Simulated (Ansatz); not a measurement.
`[SiH3]C[SiH2][SbH2]` + CH₃OH → `CO[SiH2]C[SiH3]` + stibine  (cleavage of the Si–Sb bond)

Isolated molecules relaxed with PBE0-D4/def2-TZVP in Ansatz; ΔE leaves out vibrations. CCSD(T)/CBS adds triple-zeta CCSD(T) − MP2 to the extrapolated MP2 energy (def2 sets, frozen cores). This one scheme is used for every species. DFT in def2-TZVPP. Elements past krypton have def2 core potentials. For Sb outer-core shells are correlated without core-valence functions, which leaves a few kJ/mol of doubt a bond. Each species was taken in one conformer, which may not be the lowest.

```
        level  ΔE (kcal/mol)
      ωB97X-V          -15.5
HF/def2-TZVPP          -20.7
```

What does CCSD(T)/CBS give? (Estimate.)

Ansatz gave: -13.3 kcal/mol. The listed levels differ from it by -2.2, -7.4 kcal/mol.

Largest T1 diagnostic among the species: 0.014.

From PBE to PBE0 (25 % exact exchange), in def2-TZVPP and without D4, ΔE moves by −0.8 kcal/mol. The D4 term adds +1.9 kcal/mol with B3LYP and +1.1 kcal/mol with PBE0; it sums over pairs of atoms, weighted by their polarisabilities, and B3LYP, whose exchange is more repulsive, gets the larger term.

CCSD(T)/CBS has its own doubt, a few kJ/mol and more with outer-core shells, so smaller differences from it don't rank the levels.

B3LYP here is the variant with VWN-RPA as its local correlation; programs differ in this.
